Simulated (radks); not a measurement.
All-electron atom: K III in [Ne] 3s2 3p5. Method: Dirac Kohn-Sham, PBE, spin-unpolarised, spherical densities, point nucleus; open shells fill j = l - 1/2 first; computed with a radial shooting solver on a logarithmic mesh with Libxc functionals.

Normalised radial functions P(r) = r R(r) (large component), r in bohr:

r          2p3/2   3d5/2
0.008123  0.0133  0.0000
0.009233  0.0170  0.0000
0.01049   0.0217  0.0000
0.01183   0.0272  0.0000
0.01345   0.0346  0.0001
0.01516   0.0433  0.0001
0.01723   0.0548  0.0001
0.01958   0.0692  0.0002
0.02208   0.0859  0.0003
0.0251    0.1078  0.0004
0.0283    0.1330  0.0005
0.03216   0.1657  0.0007
0.03655   0.2055  0.0011
0.04121   0.2503  0.0015
0.04684   0.3070  0.0021
0.05281   0.3697  0.0029
0.06002   0.4476  0.0041
0.06822   0.5374  0.0058
0.07692   0.6327  0.0079
0.08742   0.7455  0.0109
0.09857   0.8607  0.0147
0.112     0.9910  0.0202
0.1273    1.1254  0.0273
0.1436    1.2501  0.0361
0.1632    1.3756  0.0482
0.1854    1.4853  0.0636
0.2091    1.5660  0.0817
0.2376    1.6199  0.1055
0.2679    1.6335  0.1326
0.3045    1.6036  0.1671
0.3461    1.5258  0.2076
0.3902    1.4114  0.2510
0.4435    1.2517  0.3029
0.5001    1.0764  0.3559
0.5684    0.8760  0.4158
0.646     0.6770  0.4773
0.7283    0.5051  0.5346
0.8278    0.3481  0.5926
0.9333    0.2306  0.6402
1.061     0.1377  0.6796
1.206     0.0753  0.7036
1.359     0.0391  0.7098
1.545     0.0175  0.6978
1.742     0.0073  0.6691
1.98      0.0025  0.6216
2.25      0.0008  0.5596
2.537     0.0002  0.4917
2.883     0.0000  0.4121
3.251     0.0000  0.3342
3.695     0.0000  0.2527
4.2       0.0000  0.1789
4.735     0.0000  0.1211
5.382     0.0000  0.0738
6.068     0.0000  0.0427
6.896     0.0000  0.0216

2p3/2: eigenvalue -302.49 eV, 0 radial nodes, <r> = 0.351 bohr, 90 % of the charge inside 0.580 bohr. 3d5/2 (empty): eigenvalue -15.372 eV, 0 radial nodes, <r> = 1.86 bohr, 90 % of the charge inside 3.11 bohr.
